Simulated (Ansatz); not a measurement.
Coupled-cluster diagnostics for the cluster SiB7, Ansatz.

Geometry of the doublet (PBE-D4/def2-SVP):

```xyz
8

B    -1.1238   -1.2089    0.6221
B     0.0065   -0.2876   -1.7404
B     0.2576    1.0919    1.4672
B     0.8162    0.9874   -1.2960
B     0.8942    1.6102    0.1376
B    -0.6196   -0.1825    1.7041
B     0.1628   -0.0344    0.0645
Si   -0.3940   -1.9761   -0.9591
```

Correlated methods freeze 12 core orbitals. In CCSD on the charge 0 doublet the largest single amplitude is 0.29, so its Hartree–Fock determinant may place the open shell otherwise than the density functionals do. The structure comes from a short search, and lower isomers may exist.

(1) Estimate the CCSD(T) correlation energy, the shares of MP2 and (T), T1 and the reference's ⟨S²⟩ for: charge 0, doublet, own geometry in def2-SVP; and the rough time on 4 threads of Arm Neoverse V1 on a shared host.

## Answers

(1) 
```csv
state,basis,correlation (eV),MP2 share (%),(T) share (%),T1,⟨S²⟩ (pure),wall time,remarks
"charge 0, doublet, own geometry",def2-SVP,-20.054,88.8,7.7,0.052,1.11 (0.75),26 s,"large T1 (0.052), spin-contaminated (⟨S²⟩ 1.11)"
```
Customary marks for T1 are 0.02 (closed shells), 0.045 (open shells) and about 0.05 (3d metals). T1 exceeds 0.02 in 1 of 1 rows and 0.045 in 1; the higher it lies, the less the single-reference result can be trusted.
